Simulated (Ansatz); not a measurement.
(BeSe)6 prism (Be₆Se₆), 12 atoms. Hardware: 4 threads of AMD EPYC 9R45 on a shared host.

The 6-31G sets use Cartesian d functions. Correlated methods freeze 54 core orbitals; core or outer-core shells of Se are correlated, in sets that lack core-valence functions.

(1) How many basis functions does each of these Ansatz runs have, and roughly what does it cost? PBE-D4/def2-TZVP, charge 0 singlet, energy, from earlier orbitals; PBE-D4/def2-SVP, charge -1 doublet at the geometry of the charge 0 singlet, energy, from earlier orbitals; PBE-D4/def2-SVP, charge 0 singlet, energy, from earlier orbitals; PBE0-D4/def2-SVP, charge 1 doublet at the geometry of the charge 0 singlet, energy; B97M-V/def2-SVP, charge 1 doublet at the geometry of the charge 0 singlet, energy, from earlier orbitals; PBE0-D4/def2-SVP, charge 0 singlet, energy, from earlier orbitals; BLYP-D4/def2-TZVP, charge 0 singlet, energy, from earlier orbitals; RPA@PBE/def2-SVP, charge 0 singlet, energy, from earlier orbitals; PBE0-D4/def2-SVP, charge -1 doublet at the geometry of the charge 0 singlet, energy; HF/STO-3G, charge 0 singlet, energy; HF/6-31G, charge 0 singlet, energy; PBE-D4/def2-SVP, charge 0 triplet at the geometry of the charge 0 singlet, energy, from earlier orbitals.

Answers

(1) Other jobs shared the machine, so times can vary by a factor of up to 3.

```
                                                                                                      run  functions  fitting or Cholesky vectors  wall time  peak host memory (GiB)
                                                                      HF/STO-3G, charge 0 singlet, energy        138                         1459      1.5 s                    0.71
                                         PBE-D4/def2-SVP, charge 0 singlet, energy, from earlier orbitals        246                         2880      3.9 s                    0.66
                                                                       HF/6-31G, charge 0 singlet, energy        228                         2250      4.5 s                     1.2
PBE-D4/def2-SVP, charge -1 doublet at the geometry of the charge 0 singlet, energy, from earlier orbitals        246                         2880      6.5 s                    0.76
                                        PBE-D4/def2-TZVP, charge 0 singlet, energy, from earlier orbitals        402                         3168      7.5 s                     1.4
                                        PBE0-D4/def2-SVP, charge 0 singlet, energy, from earlier orbitals        246                         2610      7.5 s                     1.3
                                       BLYP-D4/def2-TZVP, charge 0 singlet, energy, from earlier orbitals        402                         3168      7.5 s                     1.4
                                        RPA@PBE/def2-SVP, charge 0 singlet, energy, from earlier orbitals        246                         2610      9.5 s                       1
                      PBE0-D4/def2-SVP, charge -1 doublet at the geometry of the charge 0 singlet, energy        246                         2610       13 s                     2.3
 PBE-D4/def2-SVP, charge 0 triplet at the geometry of the charge 0 singlet, energy, from earlier orbitals        246                         2880       17 s                     1.4
 B97M-V/def2-SVP, charge 1 doublet at the geometry of the charge 0 singlet, energy, from earlier orbitals        246                         2880       76 s                     2.1
                       PBE0-D4/def2-SVP, charge 1 doublet at the geometry of the charge 0 singlet, energy        246                         2610       77 s                     4.3
```
